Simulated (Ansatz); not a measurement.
Basis sets compared for Zr₂O₆H₄. The state is a singlet with charge 0. Geometry r2SCAN-D4/def2-SVP. Ansatz on 4 threads of Arm Neoverse V1 on a shared host; times are rough, and most runs start from earlier orbitals.

```xyz
12

Zr    1.0912   -1.6357   -1.0031
Zr   -0.6760    0.7334    0.3741
O    -1.3365   -0.9514   -0.5328
O     1.1820   -0.2105    0.6811
O     2.5329   -1.4073   -1.9832
O    -1.6510    0.6939    2.0338
O    -0.6080    2.5555   -0.2611
O    -0.4562   -0.2518   -1.5429
H    -2.2585    0.5556    2.7648
H     2.0087    0.1425    1.0386
H     0.8716   -3.4941   -0.6719
H    -0.7003    3.2700   -0.8975
```

In the def2 sets Zr takes a core potential; there is no spin–orbit coupling. The structure holds one bond between oxygen atoms, so isomers without such links may lie far lower. The structure comes from a short search, and lower isomers may exist.

Binding counts from free atoms (Zr triplet, O triplet, H doublet) in the same basis, without a counterpoise term.

```csv
level,functions,energy (Eh),HOMO (eV),LUMO (eV),binding per atom (eV),wall time
PBE-D4/def2-SVP,166,-547.3857,-5.74,-2.70,–,2.5 s
PBE-D4/def2-TZVP,290,-547.9483,-5.84,-2.82,–,4.5 s
BLYP-D4/def2-TZVP (with forces),290,-548.2925,-5.77,-2.78,4.65,6.5 s
PBE0-D4/def2-SVP,166,-547.2977,-7.11,-1.90,4.55,3.7 s
PBE0-D4/def2-TZVP,290,-547.8594,-7.18,-1.98,4.49,8 s
```

Q: Estimate the rows for PBE-D4/def2-TZVPD, BLYP-D4/def2-TZVPD, PBE0-D4/def2-TZVPD.

A: 
| level | functions | energy (Eh) | HOMO (eV) | LUMO (eV) | binding per atom (eV) | wall time |
| --- | --- | --- | --- | --- | --- | --- |
| PBE-D4/def2-TZVPD | 356 | -547.9535 | -5.87 | -2.86 | – | 7.5 s |
| BLYP-D4/def2-TZVPD | 356 | -548.2976 | -5.79 | -2.82 | 4.64 | 9 s |
| PBE0-D4/def2-TZVPD | 356 | -547.8644 | -7.19 | -2.01 | 4.49 | 12 s |
